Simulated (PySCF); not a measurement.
# Two-component Hartree-Fock for Hg⁴⁺ (mercury, charge +4)

Start: [Xe] 4f14 5d8; 5d3/2 filled at m_j = -3/2, -1/2, +1/2, +3/2; 5d5/2 filled at m_j = -1/2, +1/2, +3/2, +5/2. Calculated with PySCF 2.14 in x2c-SVPall-2c: generalised Hartree-Fock with the X2C-1e Hamiltonian and a Gaussian nucleus; one run each with spin-orbit coupling (SO) switched off, then screened by Boettger's factors.

| spinor shell | electrons | ε, spin-free (eV) | ε, screened SO (eV) | weight of nominal j (screened SO) | rms radius, screened SO (bohr) |
| --- | --- | --- | --- | --- | --- |
| 1s1/2 | 2 | -83618.5 | -83585.1 | 1.000 | 0.0187 |
| 2s1/2 | 2 | -15017.7 | -15007.1 | 1.000 | 0.0756 |
| 2p1/2 | 2 | -12972.6 | -14377.6 | 1.000 | 0.0639 |
| 2p3/2 | 4 | -12972.6 | -12423.9 | 1.000 | 0.0720 |
| 3s1/2 | 2 | -3673.9 | -3670.3 | 1.000 | 0.193 |
| 3p1/2 | 2 | -3073.7 | -3387.7 | 1.000 | 0.184 |
| 3p3/2 | 4 | -3073.7 | -2948.3 | 1.000 | 0.201 |
| 3d3/2 | 4 | -2431.0 | -2484.5 | 1.000 | 0.177 |
| 3d5/2 | 6 | -2431.0 | -2391.8 | 1.000 | 0.180 |
| 4s1/2 | 2 | -886.15 | -884.90 | 1.000 | 0.424 |
| 4p1/2 | 2 | -686.00 | -762.49 | 1.000 | 0.429 |
| 4p3/2 | 4 | -686.00 | -654.99 | 1.000 | 0.462 |
| 4d3/2 | 4 | -442.96 | -454.42 | 1.000 | 0.476 |
| 4d5/2 | 6 | -442.96 | -433.94 | 1.000 | 0.486 |
| 5s1/2 | 2 | -189.40 | -189.09 | 1.000 | 0.965 |
| 4f5/2 | 6 | -171.67 | -173.46 | 0.998 | 0.525 |
| 4f7/2 | 8 | -171.67 | -169.15 | 0.999 | 0.526 |
| 5p1/2 | 2 | -132.22 | -146.26 | 0.996 | 1.08 |
| 5p3/2 | 4 | -132.22 | -126.13 | 0.998 | 1.12 |
| 5d3/2 | 4 | -65.301 | -66.653 | 0.927 | 1.41 |
| 5d5/2 | 4 | -65.301 | -64.012 | 0.942 | 1.44 |

```
   quantity     spin-free   screened SO
E (hartree)  -19602.74325  -19634.53806
        M_J             4             4
       ⟨J²⟩        20.005        20.006
       ⟨L²⟩        12.004        12.517
       ⟨S²⟩         2.001         2.048
```

Each row is a mean over spinors that exchange with the open shell spreads, by up to 7.872 eV (5p3/2).

Breit and QED terms are absent; they matter most for the inner s and p1/2 levels.

Densities and radii are taken from the X2C orbitals without a picture-change correction, which distorts them close to the nucleus.

Without spin-orbit coupling the j labels of p, d and f shells carry no meaning; the spin-free column gives the mean over the occupied spinors of each nl shell.
